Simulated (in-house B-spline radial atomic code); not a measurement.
Configurations of Tc2+, with energies counted from [Kr] 4d5. Method: scalar-relativistic (X2C) B3LYP, spin-polarised, spherical fractional occupations, exact exchange averaged over the configuration, Fermi nucleus of rms radius 4.41117 fm. Calculated with a B-spline radial code for spherical atoms. Shells without spins written out take the highest spin.

Occupations are held fixed; configurations that lie above the ionisation limit could autoionise.

| configuration | E - E(ref) (eV) | highest orbital | its <r> (bohr) |
| --- | --- | --- | --- |
| [Kr] 4d4 5p1 | 11.286 | 5p up | 3.214 |
| [Ar] 3d10 4s2 4p5 4d5 5s1 | 41.642 | 5s up | 2.688 |
| [Ar] 3d10 4s2 4p5 4d5 4f1 | 57.956 | 4f up | 4.994 |
| [Ar] 3d10 4s2 4p5 4d5 5f1 | 60.625 | 5f up | 8.679 |
| [Ar] 3d9 4s2 4p6 4d5 5d1 | 271.29 | 5d up | 4.529 |

Problem. Order these further configurations by energy, lowest first.
A. [Ar] 3d9 4s2 4p6 4d5 5s1
B. [Ar] 3d9 4s2 4p6 4d5 4f1
C. [Kr] 4d4 4f1
D. [Kr] 4d4 5f1
E. [Ar] 3d10 4s2 4p5 4d6

Solution. C (21.447 eV), D (24.113 eV), E (39.331 eV), A (257.9 eV), B (274.44 eV).

Problem. How far above the reference does [Ar] 3d10 4s2 4p5 4d5 5d1 lie?

Solution. 54.982 eV; its least bound orbital is 5d up with <r> = 4.587 bohr.
